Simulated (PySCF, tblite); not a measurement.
Isomers of C7H12P2, one GFN2-xTB conformer each. Single-point energies are computed at PBE0/pcSseg-1 (PySCF, gas phase, no added dispersion term), electronic only.

```
             SMILES  GFN2-xTB relative energy (kcal/mol)
C#CC/P=P/[C@H](C)CC                                 29.8
      C#CCP(C=C)CCP                                 55.9
    C=C/P=P/C1CCCC1                                  0.0
```

Conformers: `[CH:1]#[C:2][CH2:3]/[P:4]=[P:5]/[C@H:6]([CH3:7])[CH2:8][CH3:9]` with C2–C3–P4–P5 -129°, P4–P5–C6–C7 62°, P5–C6–C8–C9 -60°; `[CH:1]#[C:2][CH2:3][P:4]([CH:5]=[CH2:6])[CH2:7][CH2:8][PH2:9]` with C2–C3–P4–C5 -54°, C3–P4–C5–C6 138°, C3–P4–C7–C8 69°, P4–C7–C8–P9 177°, C7–C8–P9–H -46° and 46°; `[CH2:1]=[CH:2]/[P:3]=[P:4]/[CH:5]1[CH2:6][CH2:7][CH2:8][CH2:9]1` with C1–C2–P3–P4 177°, P3–P4–C5–C6 -154°, P4–C5–C6–C7 -161°, C5–C6–C7–C8 27°, C6–C7–C8–C9 -2°, C7–C8–C9–C5 -23°.

What does PBE0/pcSseg-1 give for the same structures?

```json
{"SMILES": "C=C/P=P/C1CCCC1", "PBE0/pcSseg-1 E (Eh)": "-955.98310", "PBE0/pcSseg-1 (kcal/mol)": "0.0", "GFN2-xTB (kcal/mol)": "0.0", "point group": "C1"}
{"SMILES": "C#CC/P=P/[C@H](C)CC", "PBE0/pcSseg-1 E (Eh)": "-955.92819", "PBE0/pcSseg-1 (kcal/mol)": "34.5", "GFN2-xTB (kcal/mol)": "29.8", "point group": "C1"}
{"SMILES": "C#CCP(C=C)CCP", "PBE0/pcSseg-1 E (Eh)": "-955.90297", "PBE0/pcSseg-1 (kcal/mol)": "50.3", "GFN2-xTB (kcal/mol)": "55.9", "point group": "C1"}
```

Both levels put the same isomer lowest; measured from each level's own lowest isomer, the values differ by up to 5.6 kcal/mol (C#CCP(C=C)CCP: 55.9 against 50.3). As drawn, the highest has a C≡C bond, which the lowest lacks.

Which frontier levels, dipoles and rotational constants go with these structures?

```json
{"SMILES": "C=C/P=P/C1CCCC1", "HOMO (eV, PBE0/pcSseg-1)": "-6.70", "LUMO (eV)": "-2.54", "dipole (D)": "0.51", "A, B, C (MHz)": "4068, 492.1, 467.5"}
{"SMILES": "C#CC/P=P/[C@H](C)CC", "HOMO (eV, PBE0/pcSseg-1)": "-6.95", "LUMO (eV)": "-2.60", "dipole (D)": "1.19", "A, B, C (MHz)": "2047, 603.8, 537.2"}
{"SMILES": "C#CCP(C=C)CCP", "HOMO (eV, PBE0/pcSseg-1)": "-6.61", "LUMO (eV)": "-0.28", "dipole (D)": "1.25", "A, B, C (MHz)": "1482, 672.9, 592.4"}
```

What happens when harmonic zero-point energies from GFN2-xTB frequencies are added?

| SMILES | ZPE (kcal/mol) | electronic (kcal/mol) | with ZPE (kcal/mol) |
| --- | --- | --- | --- |
| C=C/P=P/C1CCCC1 | 108.3 | 0.0 | 0.0 |
| C#CC/P=P/[C@H](C)CC | 105.8 | 34.5 | 31.9 |
| C#CCP(C=C)CCP | 100.5 | 50.3 | 42.5 |

The zero-point energies span 7.8 kcal/mol. The order is unchanged.
